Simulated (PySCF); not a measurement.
## Dipole response of S²⁺ (sulfur, charge +2)

[Ne] 3s2 3p2, high-spin 3P determinant. Calculation: PySCF 2.14, in aug-cc-pCVTZ-DK with one added diffuse shell each of s, p, d, f type (9s8p6d4f, 91 functions); the spin-free X2C one-electron Hamiltonian (Gaussian nucleus). Coupled (time-dependent) response in atomic units; α is the mean over directions.

```csv
method,mean α (bohr³),"α xx, yy, zz",C₆ (like pair),S(−4)
UHF,7.448,"7.688, 7.328, 7.328",27.15,20.29
PBE,7.277,"7.439, 7.196, 7.196",26.37,18.15
PBE0,7.283,"7.476, 7.186, 7.186",26.39,18.30
BP86,7.251,"7.401, 7.176, 7.176",26.24,17.99
PW91,7.272,"7.428, 7.194, 7.194",26.32,18.18
```

S(−4) is the Cauchy moment in α(ω) = α(0) + S(−4) ω² + …

α(iu) at PW91:

```csv
u (hartree),α(iu) (bohr³)
0,7.272
0.0500,7.227
0.100,7.095
0.200,6.619
0.300,5.966
0.500,4.566
0.750,3.169
1.00,2.245
1.50,1.260
2.00,0.8054
3.00,0.4234
5.00,0.1936
```

A single London oscillator, α(iu) = α/(1 + u²/ω²), gives C₆ = (3/4) ω α². Matching the computed C₆ needs ω = 4 × 26.32 / (3 × 7.272²) = 0.664 hartree.

For an ion, C₆ is the dispersion term alone; charge-induced terms of lower order in 1/R come first.

The components differ because the open shell of this determinant is not spherical; for a pure term their mean is the scalar polarisability.
